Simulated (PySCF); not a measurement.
PySCF job for Al(AsH2)2(H) (AlAs2H5), SMILES [AsH2][AlH][AsH2], B3LYP/pcSseg-1. Geometry optimised at B3LYP-D3(BJ)/def2-SVP. The structure was generated by enumeration; whether it is a known compound was not checked.

```python
import numpy as np
from pyscf import gto, scf, dft
from pyscf.prop.nmr import rks as nmr

mol = gto.M(
    atom='''
    Al   -0.00000001    0.00000000   -0.99497551
    As    2.12651524    0.06138102    0.21355072
    H     2.66935972   -1.11235231   -0.60631581
    H     1.58132073   -0.84621992    1.31815697
    As   -2.12651524   -0.06138102    0.21355072
    H    -2.66935973    1.11235231   -0.60631579
    H    -1.58132072    0.84621991    1.31815698
    H    -0.00000000   -0.00000000   -2.58334827
    ''',
    basis='pcSseg-1',
    charge=0,
    spin=0,
    max_memory=1600,
    verbose=3,
)
mf = dft.RKS(mol, xc='b3lyp')
mf.grids.level = 3
mf.conv_tol = 1e-10
mf.max_cycle = 100
mf.kernel()
n = nmr.NMR(mf)
n.verbose = 2
n.max_cycle_cphf = 60
sigma = n.kernel()
print('atom   isotropic/ppm   span/ppm')
for i, s in enumerate(sigma):
    w = np.linalg.eigvalsh((s + s.T) / 2)
    print(f'{mol.atom_symbol(i):2s}{i + 1:3d} {w.mean():14.3f} {w[2] - w[0]:11.3f}')
```

Program output:

```
converged SCF energy = -4716.84624309472
atom   isotropic/ppm   span/ppm
Al  1        180.665     336.138
As  2       1858.367     207.430
H   3         29.369      18.393
H   4         29.488      17.884
As  5       1858.367     207.430
H   6         29.369      18.393
H   7         29.488      17.884
H   8         24.646       5.280
```

The calculation finished and met its thresholds.

Cost: around 28 core-seconds (rough).
